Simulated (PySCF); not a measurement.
Compound: C₆H₁₃AlOS.
Cartesian coordinates in Å at the PBE0-D3(BJ)/def2-SVP level; atoms count from 1:
```
atom  x, y, z in Å
C1     2.048    1.167   -0.217
C2     1.777   -0.243    0.178
S3     2.914   -1.405    0.182
C4     0.368   -0.533    0.675
C5    -0.206   -1.888    0.301
C6    -0.764   -1.617   -1.091
C7    -1.353   -0.225   -0.948
O8    -0.576    0.400    0.100
Al9   -1.272    2.023    1.006
H10    1.412    1.457   -1.070
H11    1.765    1.847    0.606
H12    3.104    1.305   -0.475
H13    0.371   -0.346    1.762
H14   -1.008   -2.156    1.005
H15    0.570   -2.663    0.328
H16    0.053   -1.622   -1.830
H17   -1.515   -2.351   -1.412
H18   -1.275    0.399   -1.850
H19   -2.402   -0.238   -0.611
H20   -2.736    1.497    1.408
H21   -1.180    3.080   -0.197
H22   -0.164    2.111    2.167
```

Level of theory: PBE0-D3(BJ)/def2-SVP geometry optimisation, gas phase (PySCF 2.14.0).

(1) Which atoms are bound to Al9, and at what distances?

(2) List the angles at Al9.

(3) What is the shape at Al9?

(4) What are the other bond lengths?

(5) Give some angles away from the centre.

(6) What are the rotational constants (commonest isotopes, rigid rotor)?

## Answers

(1) 4 atoms: H21 1.604 Å, H20 1.606 Å, H22 1.607 Å, O8 1.985 Å. The nearest atom not counted as bound is C7, at 2.98 Å (others tie with it).

(2) 
| angle | degrees | distance of the outer atoms (Å) |
| --- | --- | --- |
| H21–Al9–H22 | 117.8 | 2.75 |
| H20–Al9–H22 | 117.7 | 2.75 |
| H20–Al9–H21 | 117.1 | 2.74 |
| O8–Al9–H21 | 100.2 | 2.76 |
| O8–Al9–H20 | 99.6 | 2.75 |
| O8–Al9–H22 | 97.6 | 2.71 |

(3) Distorted tetrahedral: angles from 97.6° to 117.8°; τ4 = (360° − α − β)/141° = 0.88 with α and β the two widest (0 for a square, 1 for a tetrahedron).

(4) C1–C2 1.490 Å; C2=S3 1.625 Å; C2–C4 1.522 Å; C4–C5 1.518 Å; C5–C6 1.525 Å; C6–C7 1.518 Å; C7–O8 1.447 Å; C4–O8 1.447 Å. (A selection.)

(5) C1–C2–S3 123.4°, C1–C2–C4 115.8°, S3–C2–C4 120.7°, C2–C4–C5 116.1°, C2–C4–O8 110.6°, C5–C4–O8 103.4°, C4–C5–C6 101.8°, C5–C6–C7 102.7°, C6–C7–O8 104.8°, C7–O8–Al9 119.7°.

(6) A = 1705, B = 842.4, C = 648.6 MHz: an asymmetric top.

Point group: C1 (no symmetry element, even within 0.4 Å). Charge 0, singlet. No PBE0-D3(BJ)/def2-SVP frequencies stand behind this structure, so it isn't proved a minimum.

One conformer stands for the species.
